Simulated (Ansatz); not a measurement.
`N#[C][Sn]([Cl])([Cl])[Cl]`, one more setting.

```yaml
crystal:
  periodic: [false, false, false]
  atoms:
    - {symbol: N, position_ang: [1.696216, -1.810949, 1.137922]}
    - {symbol: C, position_ang: [0.980798, -1.048083, 0.656412]}
    - {symbol: Sn, position_ang: [-0.314357, 0.331896, -0.225285]}
    - {symbol: Cl, position_ang: [-2.064542, -0.792319, -1.165394]}
    - {symbol: Cl, position_ang: [0.821839, 1.491548, -1.829984]}
    - {symbol: Cl, position_ang: [-1.077752, 1.763807, 1.380229]}
basis:
  gaussian: {orbitals: def2-mTZVPP, nuclear_model: gaussian}
hamiltonian: {xc: {name: LC-wPBE}}
output: {forces: true}
```

```sh
$ ansatz run in.yaml --threads 4 --pin off --events-out ev --progress --plain --max-ram 10444MiB
```

It prints (some lines left out):

```
Functional definition: LC-wPBE
1501 factors; their error is unknown
497 factors; integrals over basis functions are off by at most 2.7e-5 eV
mean field evaluation 1: about -45914.4991 eV, gradient 4.6e1 eV
mean field evaluation 2: about -45912.5985 eV, gradient 5.8e1 eV
mean field evaluation 4: about -45919.3361 eV, gradient 2.8e0 eV
mean field evaluation 8: about -45919.3672 eV, gradient 3.1e-2 eV
mean field evaluation 16: about -45919.3530 eV, gradient 5.7e-5 eV
mean field -45919.35298402 eV, -1687.5050969074 hartree, gradient 5.7e-5 eV, S^2 0.000000; 0 other end points of the search recorded, 0 dependent functions left out
reference -45919.35298403 eV, -1687.5050969077 hartree; 43, 43 occupied and 117, 117 virtual orbitals, 1501 factors
Total energy: -45919.35298403 eV, -1687.5050969077 hartree
Atom 0 at     1.696216    -1.810949     1.137922 Å, force    -0.444785     0.474718    -0.295435 eV/Å
Atom 1 at     0.980798    -1.048083     0.656412 Å, force     0.352377    -0.376360     0.231193 eV/Å
Atom 2 at    -0.314357     0.331896    -0.225285 Å, force     0.009873    -0.010435     0.008215 eV/Å
Atom 3 at    -2.064542    -0.792319    -1.165394 Å, force     0.114332     0.079632     0.060973 eV/Å
Atom 4 at     0.821839     1.491548    -1.829984 Å, force    -0.080192    -0.074200     0.105683 eV/Å
Atom 5 at    -1.077752     1.763807     1.380229 Å, force     0.048395    -0.093355    -0.110629 eV/Å
Dipole moment:    -0.259861     0.277095    -0.175164 e Å
```

Run time 2.8 s (4 threads of an Arm Neoverse V1 on a shared host); peak host memory 0.35 GiB.
